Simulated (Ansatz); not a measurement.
The cluster Cs4. Total charge 0; singlet. Geometry r2SCAN/def2-TZVP; atoms count from 1.

```xyz
4

Cs   -1.723    4.290   -1.337
Cs    1.589    1.098    1.499
Cs   -1.580   -1.094   -1.499
Cs    1.713   -4.294    1.336
```

In the def2 sets Cs takes a core potential; there is no spin–orbit coupling. The restricted singlet is unstable: a solution with broken spin symmetry lies lower. The geometry of the singlet was relaxed on an unsound state (restricted singlet, unstable towards broken spin symmetry). The structure comes from a short search, and lower isomers may exist.

Question: Estimate the Mulliken populations from the PBE0/def2-TZVP orbitals of Ansatz.

Answer: 
```json
{"atom": "Cs1", "charge (e)": "-0.19"}
{"atom": "Cs2", "charge (e)": "0.19"}
{"atom": "Cs3", "charge (e)": "0.19"}
{"atom": "Cs4", "charge (e)": "-0.19"}
```
Mulliken values and Mayer orders depend strongly on the basis.

Question: And the Mayer bond orders between bonded heavy atoms (over 0.3)?

Answer: Cs1–Cs2 0.46 (5.40 Å); Cs1–Cs3 0.46 (5.39 Å); Cs2–Cs3 0.35 (4.88 Å); Cs2–Cs4 0.46 (5.40 Å); Cs3–Cs4 0.46 (5.40 Å).
